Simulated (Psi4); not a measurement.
Approach curve of the dimer C3H6O ··· H6B3N3 (SMILES CC(C)=O and B1NBNBN1). Monomers: optimised at B3LYP-D3(BJ) (def2-TZVP), held rigid. Orientation: lowest of the rigid-body minima from ten starts at GFN2-xTB. The monomers approach along the line of their centres of mass (distance R); nothing else relaxes.

Computed with SAPT0/jun-cc-pVDZ, frozen core in Psi4.

Components in kJ/mol:

```tsv
R / Å	electrostatics	exchange	induction	dispersion	total
3.20	-38.94	141.52	-20.03	-47.34	35.20
3.40	-22.48	79.08	-10.75	-33.94	11.91
3.59	-13.39	45.00	-6.06	-24.99	0.56
3.77	-8.33	26.15	-3.59	-18.89	-4.65
3.98	-4.99	13.75	-2.01	-13.79	-7.04
4.16	-3.39	7.86	-1.26	-10.63	-7.43
4.51	-1.90	2.59	-0.58	-6.57	-6.45
4.79	-1.38	1.05	-0.34	-4.57	-5.25
5.29	-0.94	0.20	-0.17	-2.50	-3.41
6.01	-0.63	0.02	-0.07	-1.15	-1.83
6.99	-0.39	0.00	-0.03	-0.46	-0.88
8.25	-0.22	0.00	-0.01	-0.17	-0.40
```
